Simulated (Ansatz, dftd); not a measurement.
Reaction: CH5GeO (SMILES O[CH][GeH3], doublet) → CH5GeO (SMILES [CH3][GeH2][O], doublet)
Each species at its own B3LYP-D3(BJ)/def2-TZVP minimum (Ansatz, a program for electronic structure), one conformer.

Quantity: isomerisation energy (electronic), in kcal/mol. Open shells are spin-unrestricted; no spin-orbit coupling. Cores are frozen in correlated methods (noble-gas shells, and filled d and f shells in the p block). No relativity. Double hybrids freeze cores in their MP2 part.

| level | program | isomerisation energy (kcal/mol) |
|---|---|---|
| r2SCAN-D4/def2-TZVPD | Ansatz + dftd4 | -9.4 |
| B3LYP/def2-TZVPD | Ansatz | -10.1 |
| PBE0-D4/def2-TZVPD | Ansatz + dftd4 | -8.5 |
| CAM-B3LYP/def2-TZVPD | Ansatz | -9.1 |
| wB97X-V/def2-TZVPD | Ansatz | -9.9 |
| B2PLYP-D4/def2-TZVPD | Ansatz + dftd4 | -10.6 |
| B2GP-PLYP-D3(BJ)/def2-TZVPD | Ansatz + dftd3 | -11.0 |
| CCSD/cc-pVDZ | Ansatz | -10.5 |
| CCSD/cc-pVTZ | Ansatz | -12.5 |
| CCSD(T)/cc-pVDZ | Ansatz | -9.8 |
| CCSD(T)/cc-pVTZ | Ansatz | -11.4 |
| CCSDT(Q)/cc-pVDZ | Ansatz | -9.8 |
